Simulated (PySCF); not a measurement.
**Excitation energy of Te by level of theory**

Te [Kr] 4d10 5s2 5p4 (3P) → Te [Kr] 4d10 5s1 5p4 5d1 (high-spin determinant), as a difference of total energies. Calculation: PySCF 2.14, in dyall-av2z; the non-relativistic Hamiltonian (point nucleus). Correlated levels: valence: [Kr] 4d10 frozen; virtual orbitals above 40 to 60 times the deepest correlated orbital energy dropped. The calculations carry no spin-orbit coupling.

```json
{"method": "UHF", "excitation energy (eV)": "14.428"}
{"method": "MP2 (valence)", "excitation energy (eV)": "14.829"}
{"method": "SCS-MP2 (valence)", "excitation energy (eV)": "14.843"}
{"method": "CCSD (valence)", "excitation energy (eV)": "14.274"}
{"method": "CCSD(T) (valence)", "excitation energy (eV)": "14.147"}
```

**Question.** How much does correlation contribute at CCSD(T) (valence)?

**Answer.** 14.147 − (14.428) = -0.281 eV, measured against UHF.

The upper state lies above the first ionisation limit, where it may autoionise and the basis confines it.

The promoted electron is Rydberg-like, and one or two diffuse shells describe it only roughly, which tends to raise the upper state.

The coupled-cluster amplitudes are large for the upper state (T1 above 0.03 or a double amplitude above 0.15), so a single reference is strained.

The determinant of the upper state mixes LS terms, which raises its energy above the lowest term, most at the Hartree-Fock and MP2 levels.
